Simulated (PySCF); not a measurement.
**How the method moves the HOMO and LUMO of `C#[C][AlH2-][NH3+]`**

Species: C2H6AlN.
SMILES with atom numbers: `[CH:1]#[C:2][AlH2-:3][NH3+:4]` (hydrogens: H5 on C1; H6, H7 on Al3; H8, H9, H10 on N4)

Structure used (PBE0-D3(BJ)/def2-SVP), in Å, numbered top down from 1:
```
atom  x, y, z in Å
C1     2.5688   -0.4342   -0.1315
C2     1.5117    0.1371    0.0957
Al3   -0.2019    1.0030    0.4318
N4    -1.3713   -0.5390   -0.2760
H5     3.5076   -0.9223   -0.3265
H6    -0.6817    1.0668    1.9569
H7    -0.6172    2.1775   -0.5724
H8    -2.3740   -0.3565   -0.2152
H9    -1.1470   -0.7281   -1.2544
H10   -1.1774   -1.3951    0.2465
```

Basis pcSseg-2 throughout (PySCF), one geometry. Isolated species at its PBE0-D3(BJ)/def2-SVP geometry, gas phase.

Q: How do the orbital energies, the gap and the dipole change with the method?

A: 
```csv
method,kind,HOMO (eV),LUMO (eV),gap (eV),μ (D),SCF cycles
BLYP,GGA,-5.89,-1.44,4.45,5.33,15
OPBE,GGA,-5.97,-1.28,4.69,5.36,16
B97-D,GGA,-5.99,-1.30,4.69,5.38,16
PBE,GGA,-6.02,-1.44,4.58,5.35,15
KT2,GGA,-6.04,-1.47,4.56,5.26,15
KT3,GGA,-6.05,-1.59,4.45,5.25,15
LDA,LDA,-6.11,-1.55,4.56,5.38,15
BP86,GGA,-6.12,-1.35,4.76,5.38,15
B3LYP,global hybrid,-7.00,-0.98,6.02,5.38,14
HF,Hartree–Fock,-9.93,1.71,11.63,5.51,12
```

The HOMO spans 4.04 eV, from BLYP down to HF, and the gap runs from 4.45 eV (BLYP) to 11.63 eV (HF). Over the methods BLYP (0 %), OPBE (0 %), B97-D (0 %), PBE (0 %), KT2 (0 %), KT3 (0 %), LDA (0 %), BP86 (0 %), B3LYP (20 %), HF (100 %), a straight line through the gap against the share of exact exchange rises by 0.70 eV for each 10 % (correlation coefficient 0.999). The dipole ranges from 5.25 D (KT3) to 5.51 D (HF). This basis has no diffuse functions.

The vertical ΔSCF ionisation energy at PBE0/def2-SVPD is 9.22 eV; −ε(HOMO) comes closest to it with HF (9.93 eV).
